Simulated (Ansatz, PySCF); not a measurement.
Molecule: CTe₂, net charge 0, singlet state. SMILES: [Te]=C=[Te]
Structure (B3LYP-D3(BJ)/def2-TZVP (Ansatz, a program for electronic structure) minimum search):
```xyz
3

C      0.0000     0.0000     0.0000
Te     0.0000     0.0000    -1.9033
Te     0.0000     0.0000     1.9033
```

Wanted: atomisation energy (electronic, to ground-state atoms), in kcal/mol. Correlated levels leave the core frozen unless marked. UHF or UKS for open shells. No spin-orbit coupling. The frozen core is the preceding noble-gas configuration, with the filled d and f shells of earlier blocks. Past Kr the def2 sets carry scalar-relativistic core potentials. The coupled-cluster limit lacks core correlation, which all-electron functionals hold. Basis-set limits of correlation are two-point, X^-3; Hartree-Fock from the larger set.

The Hartree-Fock reference is unstable (checked in the largest basis), which strains HF and MP2. The T1 diagnostic of CCSD in the largest basis is 0.028, which is high, so the coupled-cluster rows are less sure than usual.

```json
[
 {"level": "HF-D4/def2-TZVPD", "program": "PySCF + dftd4", "atomisation energy (kcal/mol)": "79.7"},
 {"level": "BP86/def2-TZVPD", "program": "PySCF", "atomisation energy (kcal/mol)": "[?]"},
 {"level": "B3LYP-D4/def2-TZVPD", "program": "Ansatz + dftd4", "atomisation energy (kcal/mol)": "[?]"},
 {"level": "BHLYP-D4/def2-TZVPD", "program": "Ansatz + dftd4", "atomisation energy (kcal/mol)": "[?]"},
 {"level": "r2SCAN0-D4/def2-TZVPD", "program": "Ansatz + dftd4", "atomisation energy (kcal/mol)": "[?]"},
 {"level": "PW6B95-D4/def2-TZVPD", "program": "PySCF + dftd4", "atomisation energy (kcal/mol)": "194.3"},
 {"level": "MN15/def2-TZVPD", "program": "PySCF", "atomisation energy (kcal/mol)": "180.9"},
 {"level": "CAM-B3LYP-D4/def2-TZVPD", "program": "Ansatz + dftd4", "atomisation energy (kcal/mol)": "180.1"},
 {"level": "wB97X-V/def2-TZVPD", "program": "Ansatz", "atomisation energy (kcal/mol)": "180.6"},
 {"level": "B2PLYP-D4/def2-TZVPD", "program": "Ansatz + dftd4", "atomisation energy (kcal/mol)": "193.7"},
 {"level": "SCS-MP2/def2-QZVPP", "program": "Ansatz", "atomisation energy (kcal/mol)": "193.2"},
 {"level": "CCSD/def2-TZVPPD", "program": "Ansatz", "atomisation energy (kcal/mol)": "162.9"},
 {"level": "CCSD/def2-QZVPP", "program": "Ansatz", "atomisation energy (kcal/mol)": "167.0"},
 {"level": "CCSD(T)/CBS(def2-TZVPPD,def2-QZVPPD)", "program": "Ansatz", "atomisation energy (kcal/mol)": "187.8"}
]
```

Q: Some entries are withheld; supply them.

A: 
- BP86/def2-TZVPD, atomisation energy (kcal/mol): 209.4
- B3LYP-D4/def2-TZVPD, atomisation energy (kcal/mol): 192.1
- BHLYP-D4/def2-TZVPD, atomisation energy (kcal/mol): 166.8
- r2SCAN0-D4/def2-TZVPD, atomisation energy (kcal/mol): 179.0
